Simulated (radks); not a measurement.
The numbers below are computed, except where a source is named.
Ionisation of the scandium ion Sc+, [Ar] 3d1 4s1, to Sc2+, [Ar] 3d1, under several functionals. Scalar-relativistic Kohn-Sham, spin-polarised, spherical densities, finite nucleus; open shells are filled with parallel spins first; a radial shooting solver on a logarithmic mesh with Libxc functionals.

exchange-only LDA: E(Sc+) (hartree) -760.45351; Exc (hartree) -35.29007; IE (eV) 12.741; -e(HOMO) (eV) 9.547; <r> HOMO (bohr) 1.764; IE error (eV) -0.059
PBE: E(Sc+) (hartree) -763.82371; Exc (hartree) -38.74353; IE (eV) 13.151; -e(HOMO) (eV) 10.234; <r> HOMO (bohr) 3.320; IE error (eV) +0.351
MS2 meta-GGA: E(Sc+) (hartree) -764.01243; Exc (hartree) -38.93437; IE (eV) 12.976; -e(HOMO) (eV) 10.055; <r> HOMO (bohr) 1.739; IE error (eV) +0.176
BLYP: E(Sc+) (hartree) -764.07521; Exc (hartree) -38.99818; IE (eV) 13.174; -e(HOMO) (eV) 10.135; <r> HOMO (bohr) 3.302; IE error (eV) +0.374
revPBE: E(Sc+) (hartree) -763.95025; Exc (hartree) -38.87435; IE (eV) 13.043; -e(HOMO) (eV) 10.188; <r> HOMO (bohr) 3.326; IE error (eV) +0.243
PW91: E(Sc+) (hartree) -764.06486; Exc (hartree) -38.99177; IE (eV) 13.192; -e(HOMO) (eV) 10.302; <r> HOMO (bohr) 3.312; IE error (eV) +0.392

NIST Atomic Spectra Database: 12.800 eV (measured). Closest: exchange-only LDA. The Delta-SCF values span 0.45 eV, the total energies 3.62 hartree. The highest occupied level is 3d. Open shells are spherical and high-spin; term and fine-structure splittings are not resolved.
